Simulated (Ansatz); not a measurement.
Start from `[BH2][Zn][SiH3]` and change one atom or group to get `[SiH3][Zn][Cl]`.

Ansatz, PBE0-D4/def2-TZVP geometries, multiplicity 1. 

Scalar relativity is left out up to krypton.

| property | `[BH2][Zn][SiH3]` |
| --- | --- |
| HOMO–LUMO gap (PBE/def2-TZVPP) / eV | 2.10 |
| size of the dipole moment (PBE/def2-TZVPP) / D | 1.08 |
| LUMO energy (ωB97M-V/def2-TZVPP) / eV | -0.79 |
| HOMO–LUMO gap (B3LYP/def2-TZVPP) / eV | 3.65 |
| HOMO–LUMO gap (ωB97M-V/def2-TZVPP) / eV | 7.91 |
| HOMO energy (PBE0/def2-TZVPP) / eV | -6.70 |

Q: What does the change do to each property? (An estimate is asked.)

A: Computed: 
| property | `[SiH3][Zn][Cl]` | shift |
| --- | --- | --- |
| HOMO–LUMO gap (PBE/def2-TZVPP) / eV | 5.44 | 3.34 |
| size of the dipole moment (PBE/def2-TZVPP) / D | 2.04 | 0.96 |
| LUMO energy (ωB97M-V/def2-TZVPP) / eV | 0.46 | 1.25 |
| HOMO–LUMO gap (B3LYP/def2-TZVPP) / eV | 6.78 | 3.13 |
| HOMO–LUMO gap (ωB97M-V/def2-TZVPP) / eV | 10.77 | 2.86 |
| HOMO energy (PBE0/def2-TZVPP) / eV | -8.28 | -1.58 |

With PBE0 the HOMO falls by 1.58 eV and the LUMO rises by 1.54 eV, so the gap widens by about 3.12 eV. PBE moves the HOMO by -1.54 eV and ωB97M-V by -1.60 eV. Dipoles are sizes alone; their direction can turn.

B3LYP here is the variant with VWN-RPA as its local correlation; programs differ in this.
